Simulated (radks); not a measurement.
The nuclear charge of neutral iodine is varied continuously with 53 electrons held in [Kr] 4d10 5s2 5p5. Calculated with a radial shooting solver on a logarithmic mesh with Libxc functionals: Dirac Kohn-Sham, PBE, spin-unpolarised, spherical densities, finite nucleus; open shells fill j = l - 1/2 first; Fermi nuclear charge, rms radius 4.75 fm. By the Hellmann-Feynman theorem dE/dZ = E(electron-nucleus)/Z, the electronic potential at the nucleus (averaged over a nucleus of fixed radius).

| Z | E (hartree) | E(electron-nucleus)/Z (hartree) | HOMO | e(HOMO) (eV) | <r> HOMO (bohr) |
|---|---|---|---|---|---|
| 52.8 | -7053.68939 | -324.702 | 5p3/2 | -5.028 | 2.599 |
| 53 | -7118.80290 | -326.433 | 5p3/2 | -6.732 | 2.520 |
| 53.2 | -7184.26253 | -328.163 | 5p3/2 | -8.527 | 2.449 |
| 53.4 | -7250.06831 | -329.894 | 5p3/2 | -10.408 | 2.384 |
| 53.6 | -7316.22035 | -331.626 | 5p3/2 | -12.370 | 2.325 |
| 53.8 | -7382.71877 | -333.358 | 5p3/2 | -14.411 | 2.271 |
| 54 | -7449.56373 | -335.092 | 5p3/2 | -16.526 | 2.221 |

The central difference of E at Z = 53 is -326.433 hartree, to compare with the third column; the second derivative is -8.65 hartree.
